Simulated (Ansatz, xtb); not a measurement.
## Two isomers of C4H6F2O

We compare a, `F[C@@H]1CC[C@@H](F)O1`, a singlet, with b, `F[C@@H]1CC[C@H](F)O1`, a singlet. Both are isolated molecules in the gas phase, relaxed with PBE0-D3(BJ)/def2-SVP; the shapes shown needn't be the lowest conformers.

a (Å):

```xyz
13

C    -0.3672   -0.6117   -0.7197
C    -0.6788   -0.1912    0.7037
C     0.3299   -1.0347    1.4744
C     0.3001   -2.3172    0.6653
F     0.6678    0.1443   -1.2075
F    -0.7277   -3.1135    1.1015
O     0.0443   -1.9377   -0.6474
H    -1.1961   -0.5301   -1.4394
H    -0.5735    0.8928    0.8370
H    -1.7070   -0.4869    0.9595
H     1.3327   -0.5862    1.4190
H     0.0750   -1.2147    2.5263
H     1.2166   -2.9263    0.6927
```

b (Å):

```xyz
13

C    -0.4640    1.9278   -0.1591
C     0.3863    0.9188   -0.9064
C    -0.1846   -0.3925   -0.3793
C    -0.6871   -0.0217    1.0167
F    -1.6610    2.0906   -0.8071
F    -1.9568   -0.4797    1.2042
O    -0.6650    1.3712    1.0923
H    -0.0230    2.9266   -0.0232
H     1.4393    1.0471   -0.6126
H     0.3104    1.0411   -1.9948
H    -1.0608   -0.7052   -0.9650
H     0.5352   -1.2209   -0.3639
H    -0.0819   -0.4139    1.8505
```

Question: Estimate which is lower in electronic energy at CCSD(T)/def2-SVP + ΔMP2/def2-TZVPP, and by roughly how much.

Answer: Too close to call at this level: CCSD(T)/def2-SVP + ΔMP2/def2-TZVPP gives E(b) − E(a) = +1.84 kcal/mol.

Level by level:

```
                             level              geometry  E(b) − E(a) (kcal/mol)  departure from the last row (kcal/mol)  job, with rough time for the two
                          GFN2-xTB              GFN2-xTB                     +1.27                                   −0.56              optimisation, 0.14 s
                         HF/STO-3G              GFN2-xTB                     −1.34                                   −3.18              single point, 0.38 s
                r2SCAN-D4/def2-SVP              GFN2-xTB                     +2.19                                   +0.36               single point, 2.8 s
              PBE0-D3(BJ)/def2-SVP  PBE0-D3(BJ)/def2-SVP                     +1.73                                   −0.10                optimisation, 35 s
                       HF/def2-SVP  PBE0-D3(BJ)/def2-SVP                     +1.89                                   +0.06           part of the CCSD(T) run
                      MP2/def2-SVP  PBE0-D3(BJ)/def2-SVP                     +1.96                                   +0.13           part of the CCSD(T) run
                  CCSD(T)/def2-SVP  PBE0-D3(BJ)/def2-SVP                     +1.88                                   +0.04                      single point
CCSD(T)/def2-SVP + ΔMP2/def2-TZVPP  PBE0-D3(BJ)/def2-SVP                     +1.84                                                        single point, 39 s
```

As drawn, both hold the same kinds of bond in the same numbers.

HF/STO-3G puts the two in the other order. The largest departure from CCSD(T)/def2-SVP + ΔMP2/def2-TZVPP is that of HF/STO-3G, 3.18 kcal/mol. The last row adds to CCSD(T) the change of the MP2 difference between the two basis sets, here −0.04 kcal/mol.

With thermal terms from frequencies at re-optimised GFN2-xTB minima (ideal gas, soft modes damped towards free rotors, one conformer each, 298.15 K, 1 atm): on the last row, ΔE + ΔZPE = +1.95, ΔH = +2.00, ΔG = +1.38 kcal/mol.

The correlated steps freeze 7 core orbitals. Codes used: Ansatz 0.2.0, xtb 6.7.1; the last row on 2 threads of Intel(R) Xeon(R) 6975P-C (Granite Rapids) on a shared host.
